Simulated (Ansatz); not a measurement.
`CC[Si]F` + HBr → `F[Si]Br` + `CC` at 600 K and 1 bar (ligand exchange at the Si–C bond).

Gas-phase electronic energies from Ansatz, PBE0-D4/def2-TZVP geometries. CBS: MP2 limit from def2 TZ/QZ plus the TZ coupled-cluster correction, frozen cores. This one scheme is used for every species. For Br outer-core shells are correlated without core-valence functions, which leaves a few kJ/mol of doubt a bond. Scalar relativity is left out up to krypton. Each species was taken in one conformer, which may not be the lowest.

| species | CCSD(T)/CBS energy (Eh) | H − E (kJ/mol) | S (J/(mol·K)) |
| --- | --- | --- | --- |
| `CC[Si]F` | -468.00242 | 224.7 | 395.6 |
| HBr | -2573.91920 | 33.5 | 219.1 |
| `F[Si]Br` | -2962.26094 | 37.1 | 324.0 |
| `CC` | -79.71954 | 228.8 | 274.9 |

H − E and S are ideal-gas, rigid-rotor, harmonic terms from PBE0-D4/def2-TZVP, for one conformer and one mirror image of each species. 1 Eh = 2625.50 kJ/mol, R = 8.31446 J/(mol·K).

By hand: ΔE, ΔH, ΔS and ΔG.

ΔE = (-2962.26094) + (-79.71954) − (-468.00242) − (-2573.91920) = -0.05886 Eh = -154.5 kJ/mol. Δ(H − E) = 37.1 + 228.8 − 224.7 − 33.5 = 7.7, so ΔH = -146.8 kJ/mol. ΔS = 324.0 + 274.9 − 395.6 − 219.1 = -15.8 J/(mol·K). ΔG = -146.8 − 600 × (-15.8)/1000 = -137.3 kJ/mol.

By hand: the equilibrium constant, and the temperature at which ΔG would vanish if ΔH and ΔS stayed fixed.

log₁₀ K = −ΔG/(RT ln 10) = 12.0. ΔG = 0 at ΔH/ΔS = 9291 K, far beyond where these terms or the molecules hold.

ΔH outweighs TΔS. A doubt of 5 kJ/mol in ΔE shifts log₁₀ K by 0.4 here. Other conformers and mirror images would add mixing entropy, several J/(mol·K) or more a flexible species. Modes under 60 cm⁻¹, often nearly free rotors, make the harmonic entropy too high. These are equilibria of isolated gas molecules and say nothing of rates. Largest T1 diagnostic: 0.013 (customary marks: 0.02 for closed shells, 0.045 for open ones).
